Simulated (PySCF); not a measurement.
# Fractional electron number in Ru⁺ (ruthenium, charge +1)

The 4d beta orbital of [Kr] 4d7 is emptied in steps (occupation f), with all orbitals relaxed, ending at [Kr] 4d6. All numbers are calculated (PySCF 2.14, scalar relativity through the core potential, in def2-TZVP with the def2 core potential (28 electrons)). The exact energy is a straight line in f; departures are measured from the line between the end points of the same method.

```json
{"f": "1", "BHandHLYP (eV)": "0.000", "wB97X (eV)": "0.000", "M06-2X (eV)": "0.000"}
{"f": "0.8", "BHandHLYP (eV)": "-0.325", "wB97X (eV)": "-0.191", "M06-2X (eV)": "-0.363"}
{"f": "0.6", "BHandHLYP (eV)": "-0.494", "wB97X (eV)": "-0.295", "M06-2X (eV)": "-0.565"}
{"f": "0.4", "BHandHLYP (eV)": "-0.501", "wB97X (eV)": "-0.303", "M06-2X (eV)": "-0.592"}
{"f": "0.2", "BHandHLYP (eV)": "-0.339", "wB97X (eV)": "-0.204", "M06-2X (eV)": "-0.422"}
{"f": "0", "BHandHLYP (eV)": "0.000", "wB97X (eV)": "0.000", "M06-2X (eV)": "0.000"}
```

For wB97X, how does the orbital energy at f = 1 compare with the removal energy?

−ε = 15.617 eV against a total-energy difference of 16.778 eV. By Janak's theorem ε = ∂E/∂f, so the gap between them reflects the curvature. Along the path −ε is 16.032 (f = 0.8), 16.491 (f = 0.6), 16.998 (f = 0.4), 17.551 (f = 0.2) eV.

```tsv
method	E(f=0) − E(f=1) (eV)	−ε at f=1 (eV)	−ε at f=0.4 (eV)
BHandHLYP	16.603	14.605	16.985
wB97X	16.778	15.617	16.998
M06-2X	17.068	14.870	17.403
```

Reference removal energy between the ground levels: 16.76 ± 0.06 eV (semi-empirical (NIST evaluation); NIST Atomic Spectra Database, ionization energies). The calculation has no spin-orbit coupling. The determinant left behind need not be the lowest term of the ion.
